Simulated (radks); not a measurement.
All-electron atom: Mo18+ in [Ar] 3d6. Calculated with a radial shooting solver on a logarithmic mesh with Libxc functionals: scalar-relativistic Kohn-Sham, PBE, spin-unpolarised, spherical densities, point nucleus. Some entries of the table are withheld. Estimate them.

| orbital | occ. | eigenvalue (hartree) | <r^2> (bohr^2) |
|---|---|---|---|
| 1s | 2 | -749.7859 | 0.001669 |
| 2s | 2 | (1) | 0.02766 |
| 2p | 6 | (2) | 0.02175 |
| 3s | 2 | -36.19151 | 0.1906 |
| 3p | 6 | (3) | 0.1893 |
| 3d | 6 | -27.09090 | 0.1647 |

Answer. 
(1) 2s eigenvalue (hartree): -123.9275
(2) 2p eigenvalue (hartree): -113.1009
(3) 3p eigenvalue (hartree): -32.62573
